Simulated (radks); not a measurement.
Mg2+, 10 electrons, occupied as [Ne] (the NIST ground configuration).

All-electron calculation, non-relativistic Kohn-Sham, LDA (Slater exchange, Perdew-Wang correlation), spin-unpolarised, spherical densities, point nucleus. Program: a radial shooting solver on a logarithmic mesh with Libxc functionals.

Energy parts (eV):
part                      energy
total                  -5395.673
kinetic                 5380.427
electron-nucleus      -12751.027
Hartree                 2384.834
exchange-correlation    -409.907

Orbitals (lengths in bohr, moments of r in powers of bohr; <r^-3> diverges for s and p1/2; r(90%) holds 90 % of the orbital's charge):
orbital  occ.  eigenvalue (eV)   <r^-3>  r(90%)
1s          2        -1271.508        -   0.235
2s          2         -99.1369        -    1.11
2p          6         -66.8505    25.69    1.17
3s          0         -17.8906        -    3.72
3p          0         -12.6017    1.999    4.51
3d          0          -6.9372  0.05233    6.64

The highest occupied level is 2p at -66.851 eV. The density falls to 0.001 e/bohr^3 at r = 2.21 bohr. Virial ratio -V/T = 2.00283.
